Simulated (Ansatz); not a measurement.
Cost and result for the atomization energy of `BOC(=C)N` (11 atoms, 10 bonds).

```csv
atom,x (Å),y (Å),z (Å)
B1,-1.865,-0.598,0.063
O2,-0.796,-0.091,0.708
C3,0.452,0.155,0.203
C4,1.322,0.798,0.980
N5,0.704,-0.372,-1.045
H6,-2.851,-0.736,0.722
H7,-1.843,-0.878,-1.103
H8,2.315,1.035,0.624
H9,1.044,1.066,1.988
H10,-0.061,-0.312,-1.700
H11,1.578,-0.067,-1.440
```

Charge 0, multiplicity 1. Geometry: relaxed with PBE0-D4/def2-TZVP. It is one conformer, not always the lowest. Program: Ansatz. All runs use 4 threads of an Arm Neoverse V1 on a shared host. Times are those of one run each, without the atoms' runs, and a repeat can differ threefold. Electronic energies, without spin–orbit coupling; frozen cores. CCSD(T)/CBS adds CCSD(T) − MP2 in def2-TZVPP to the MP2 limit, and its time is that of the two runs behind it. T1 = 0.014. B3LYP takes the VWN-RPA correlation (the form of Gaussian; ORCA's B3LYP/G).

CCSD(T)/CBS is a level of theory with its own doubt, some kJ/mol a heavy atom from the limit and from the frozen cores, so smaller differences don't rank the functionals.

| level | functions | wall time | atomization (kJ/mol) | difference from CCSD(T)/CBS | per bond |
| --- | --- | --- | --- | --- | --- |
| PBE-D4/def2-TZVPP (with forces) | 239 | 2 s | 4505.8 | 148.3 | 14.8 |
| PBE0-D4/def2-TZVPP | 239 | 2 s | 4401.1 | 43.6 | 4.4 |
| B3LYP-D4/def2-TZVPP (with forces) | 239 | 3.4 s | 4397.3 | 39.8 | 4.0 |
| r2SCAN-D4/def2-TZVPP (with forces) | 239 | 3.7 s | 4390.4 | 32.9 | 3.3 |
| B2PLYP/def2-TZVPP | 239 | 4.1 s | 4343.6 | -13.9 | -1.4 |
| ωB97X-V/def2-TZVPP | 239 | 6 s | 4379.2 | 21.7 | 2.2 |
| ωB97M-V/def2-TZVPP (with forces) | 239 | 8.5 s | 4394.3 | 36.8 | 3.7 |
| MP2/def2-QZVPP | 465 | 17 s | 4399.4 | 41.9 | 4.2 |
| CCSD(T)/def2-TZVPP | 239 | 100 s | 4242.2 | -115.3 | -11.5 |
| CCSD(T)/CBS(def2) | – | 120 s | 4357.5 | 0.0 | 0.0 |

From PBE to PBE0 (25 % exact exchange), in def2-TZVPP and without D4, the atomization energy moves by −101.7 kJ/mol: exact exchange takes away binding that semilocal exchange gives to molecules. In def2-TZVPP, CCSD(T) changes the Hartree–Fock value by +1109.1 kJ/mol (the triples alone add +71.6 kJ/mol) and MP2 by +1198.0 kJ/mol; breaking electron pairs costs correlation energy, which Hartree–Fock lacks. The D4 term adds +29.5 kJ/mol with B3LYP and +15.4 kJ/mol with PBE0; it sums over pairs of atoms, weighted by their polarisabilities, and B3LYP, whose exchange is more repulsive, gets the larger term.
